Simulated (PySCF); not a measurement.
Compound: C4H10BNO.
SMILES with atom numbers: `[CH3:1][B:2]([CH3:3])[N:4]([CH3:5])[CH:6]=[O:7]` (hydrogens: H8, H9, H10 on C1; H11, H12, H13 on C3; H14, H15, H16 on C5; H17 on C6)

Level of theory: PBE0-D3(BJ)/def2-SVP geometry optimisation, gas phase in PySCF.

**Question.** List the bond lengths, angles and torsions at this level.

**Answer.** 
```json
{"bond": "C1–B2, B2–C3", "length (Å)": "1.580", "order": "single"}
{"bond": "B2–N4", "length (Å)": "1.442", "order": "single"}
{"bond": "N4–C5", "length (Å)": "1.456", "order": "single"}
{"bond": "N4–C6", "length (Å)": "1.386", "order": "single"}
{"bond": "C6=O7", "length (Å)": "1.205", "order": "double"}
{"bond": "C1–H8 and 5 like bonds", "length (Å)": "1.102", "order": "single"}
{"bond": "C5–H14, C5–H15, C5–H16", "length (Å)": "1.099", "order": "single"}
{"bond": "C6–H17", "length (Å)": "1.109", "order": "single"}
```

Bonds in one row agree within 0.01 Å and their mean is given. Orders are formal, as drawn. A selection of angles:
```json
{"angle": "B2–C1–H8", "degrees": "110.2"}
{"angle": "B2–C1–H9", "degrees": "111.3"}
{"angle": "B2–C1–H10", "degrees": "114.2"}
{"angle": "H8–C1–H9", "degrees": "106.8"}
{"angle": "H8–C1–H10", "degrees": "106.3"}
{"angle": "C1–B2–C3", "degrees": "121.3"}
{"angle": "C1–B2–N4", "degrees": "121.2"}
{"angle": "C3–B2–N4", "degrees": "117.4"}
{"angle": "B2–N4–C5", "degrees": "122.0"}
{"angle": "B2–N4–C6", "degrees": "122.2"}
{"angle": "C5–N4–C6", "degrees": "115.8"}
{"angle": "N4–C5–H14", "degrees": "111.1"}
{"angle": "N4–C5–H15", "degrees": "108.6"}
{"angle": "H14–C5–H15", "degrees": "108.8"}
{"angle": "H14–C5–H16", "degrees": "108.3"}
{"angle": "N4–C6–O7", "degrees": "125.1"}
{"angle": "N4–C6–H17", "degrees": "112.6"}
{"angle": "O7–C6–H17", "degrees": "122.3"}
```

Dihedral angles: C1–B2–N4–C5 180° (antiperiplanar); B2–N4–C6–O7 180° (antiperiplanar). The mirror-image conformer, all signs reversed, is as good.

Of the pairs four or more bonds apart, O7···H15 is among the closest relative to their van der Waals radii: 2.22 Å, 82 % of the sum of Bondi's values. B2 (three-coordinate boron) is planar (angles 121.3°, 121.2° and 117.4°, sum 360.0°, 0.00 Å off the plane of its three neighbours). The C–N distances run from 1.386 Å (N4–C6, drawn single) to 1.456 Å (N4–C5, drawn single), a spread of 0.070 Å. The 7 heavy atoms lie in one plane (0.012 Å rms). N4 (amide nitrogen) is planar (angles 122.2°, 122.0° and 115.8°, sum 360.0°, 0.01 Å off the plane of its three neighbours).

Not checked by PBE0-D3(BJ)/def2-SVP frequencies. The numbers are those of one conformer.

The run took 1.8 min on Arm Neoverse N1, one thread, shared host with 64 logical CPUs at a one-minute load of 55, and the process peaked at 0.59 GiB of memory. These figures are those of the optimisation.
